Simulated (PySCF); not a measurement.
Compound: C3H7F3Si2.
Atom-mapped SMILES: `[CH2:1]=[CH:2][SiH2:3][SiH2:4][C:5]([F:6])([F:7])[F:8]` (hydrogens: H9, H10 on C1; H11 on C2; H12, H13 on Si3; H14, H15 on Si4)

Cartesian coordinates in Å at the PBE0-D3(BJ)/def2-SVP level; atoms count from 1:
```
atom  x, y, z in Å
C1     1.969    1.083    0.398
C2     2.031   -0.239    0.594
Si3    0.656   -1.451    0.221
Si4   -1.096   -0.494   -1.013
C5    -2.048    0.846    0.017
F6    -1.277    1.910    0.312
F7    -2.484    0.347    1.183
F8    -3.118    1.314   -0.640
H9     1.072    1.576    0.009
H10    2.813    1.740    0.635
H11    2.962   -0.655    1.002
H12    0.084   -2.042    1.471
H13    1.183   -2.587   -0.601
H14   -2.120   -1.525   -1.353
H15   -0.630    0.187   -2.257
```

Computed, not measured: PySCF 2.14.0, PBE0-D3(BJ)/def2-SVP geometry optimisation, gas phase.

Take the most abundant isotopes and a rigid rotor. The values belong to one conformer with, in the numbering `[CH2:1]=[CH:2][SiH2:3][SiH2:4][C:5]([F:6])([F:7])[F:8]`, C1–C2–Si3–Si4 11°, C2–Si3–Si4–C5 -67°.

Question: What are A, B and C (MHz)?

Answer: Ia = 235.41, Ib = 591.31, Ic = 684.86 u·Å²; 505379 MHz·u·Å²/I gives A = 2147, B = 854.7, C = 737.9 MHz.

Question: Classify the top.

Answer: An asymmetric top: κ = (2 × 854.7 − 2147 − 737.9)/(2147 − 737.9) = -0.83.

Question: Is it planar, by Δ = Ic − Ia − Ib?

Answer: Not planar: Δ = Ic − Ia − Ib = -141.86 u·Å². For a rigid frame Δ = −2 Σ m c², so Σ m c² = 70.93 u·Å² lies off the ab plane: 9.42 from hydrogen and 61.51 from heavier atoms. The atom farthest from that plane is 2.19 Å away.

Question: Give the other two planar moments, Paa and Pbb, and the rms extents of the mass along the axes.

Answer: Paa = Σ m a² = (Ib + Ic − Ia)/2 = 520.38 and Pbb = Σ m b² = (Ia + Ic − Ib)/2 = 164.47 u·Å². With the mass M = 156.00 u, the rms extents √(P/M) along a, b and c are 1.83, 1.03, 0.67 Å.

Question: List the rotational levels J(Ka,Kc) to J = 4 (MHz).

Answer: Above 0(0,0):
J = 1: 1(0,1) 1593, 1(1,1) 2885, 1(1,0) 3002
J = 2: 2(0,2) 4770, 2(1,2) 5953, 2(1,1) 6303, 2(2,1) 10180, 2(2,0) 10188
J = 3: 3(0,3) 9518, 3(1,3) 10551, 3(1,2) 11252, 3(2,2) 14958, 3(2,1) 14995, 3(3,1) 21715, 3(3,0) 21715
J = 4: 4(0,4) 15815, 4(1,4) 16674, 4(1,3) 17839, 4(2,3) 21322, 4(2,2) 21434, 4(3,2) 28100, 4(3,1) 28102, 4(4,1) 37541, 4(4,0) 37541

Question: Which lines would a microwave search look for?

Answer: The dipole components are |μa| = 1.90 D, |μb| = 0.30 D, |μc| = 0.70 D. Intensities carry the squares of the components, which stand as 1.00 : 0.03 : 0.14 (a : b : c). Some lines, for components of 0.1 D or more:

```json
{"type": "a", "branch": "Q", "J(Ka,Kc)": "2(1,1) ← 2(1,2)", "MHz": "350", "lower level (cm⁻¹)": "0.199"}
{"type": "c", "branch": "Q", "J(Ka,Kc)": "3(1,3) ← 3(0,3)", "MHz": "1033", "lower level (cm⁻¹)": "0.317"}
{"type": "c", "branch": "Q", "J(Ka,Kc)": "2(1,2) ← 2(0,2)", "MHz": "1183", "lower level (cm⁻¹)": "0.159"}
{"type": "b", "branch": "Q", "J(Ka,Kc)": "1(1,0) ← 1(0,1)", "MHz": "1409", "lower level (cm⁻¹)": "0.053"}
{"type": "a", "branch": "R", "J(Ka,Kc)": "1(0,1) ← 0(0,0)", "MHz": "1593", "lower level (cm⁻¹)": "0.000"}
{"type": "b", "branch": "Q", "J(Ka,Kc)": "3(1,2) ← 3(0,3)", "MHz": "1733", "lower level (cm⁻¹)": "0.317"}
{"type": "b", "branch": "R", "J(Ka,Kc)": "2(0,2) ← 1(1,1)", "MHz": "1885", "lower level (cm⁻¹)": "0.096"}
{"type": "b", "branch": "R", "J(Ka,Kc)": "1(1,1) ← 0(0,0)", "MHz": "2885", "lower level (cm⁻¹)": "0.000"}
{"type": "a", "branch": "R", "J(Ka,Kc)": "2(1,2) ← 1(1,1)", "MHz": "3068", "lower level (cm⁻¹)": "0.096"}
{"type": "a", "branch": "R", "J(Ka,Kc)": "2(1,1) ← 1(1,0)", "MHz": "3302", "lower level (cm⁻¹)": "0.100"}
{"type": "b", "branch": "R", "J(Ka,Kc)": "3(0,3) ← 2(1,2)", "MHz": "3565", "lower level (cm⁻¹)": "0.199"}
{"type": "b", "branch": "Q", "J(Ka,Kc)": "3(2,1) ← 3(1,2)", "MHz": "3744", "lower level (cm⁻¹)": "0.375"}
{"type": "c", "branch": "Q", "J(Ka,Kc)": "2(2,1) ← 2(1,1)", "MHz": "3876", "lower level (cm⁻¹)": "0.210"}
{"type": "b", "branch": "Q", "J(Ka,Kc)": "2(2,0) ← 2(1,1)", "MHz": "3884", "lower level (cm⁻¹)": "0.210"}
{"type": "b", "branch": "R", "J(Ka,Kc)": "2(1,2) ← 1(0,1)", "MHz": "4361", "lower level (cm⁻¹)": "0.053"}
{"type": "b", "branch": "Q", "J(Ka,Kc)": "3(2,2) ← 3(1,3)", "MHz": "4406", "lower level (cm⁻¹)": "0.352"}
{"type": "a", "branch": "R", "J(Ka,Kc)": "3(1,2) ← 2(1,1)", "MHz": "4948", "lower level (cm⁻¹)": "0.210"}
{"type": "c", "branch": "R", "J(Ka,Kc)": "3(1,2) ← 2(0,2)", "MHz": "6481", "lower level (cm⁻¹)": "0.159"}
{"type": "c", "branch": "Q", "J(Ka,Kc)": "3(3,1) ← 3(2,1)", "MHz": "6720", "lower level (cm⁻¹)": "0.500"}
{"type": "b", "branch": "Q", "J(Ka,Kc)": "3(3,0) ← 3(2,1)", "MHz": "6720", "lower level (cm⁻¹)": "0.500"}
{"type": "b", "branch": "Q", "J(Ka,Kc)": "3(3,1) ← 3(2,2)", "MHz": "6757", "lower level (cm⁻¹)": "0.499"}
{"type": "c", "branch": "R", "J(Ka,Kc)": "2(2,0) ← 1(1,0)", "MHz": "7186", "lower level (cm⁻¹)": "0.100"}
{"type": "c", "branch": "R", "J(Ka,Kc)": "2(2,1) ← 1(1,1)", "MHz": "7295", "lower level (cm⁻¹)": "0.096"}
{"type": "b", "branch": "R", "J(Ka,Kc)": "3(2,2) ← 2(1,1)", "MHz": "8654", "lower level (cm⁻¹)": "0.210"}
{"type": "c", "branch": "R", "J(Ka,Kc)": "3(2,1) ← 2(1,1)", "MHz": "8692", "lower level (cm⁻¹)": "0.210"}
{"type": "b", "branch": "R", "J(Ka,Kc)": "3(3,0) ← 2(2,1)", "MHz": "11535", "lower level (cm⁻¹)": "0.340"}
```

Question: Estimate the classical rotational partition function at 25 K, 100 K and 298.15 K.

Answer: Point group C1, symmetry number σ = 1; q = (√π/σ)·√((kT/h)³/(ABC)), k/h = 20836.6 MHz/K: 18100 at 25 K, 145000 at 100 K, 746000 at 298.15 K.

No PBE0-D3(BJ)/def2-SVP frequencies stand behind this structure, so it isn't proved a minimum. These are rigid-rotor constants of the computed structure; measured ground-state constants (B0) also hold zero-point vibration.
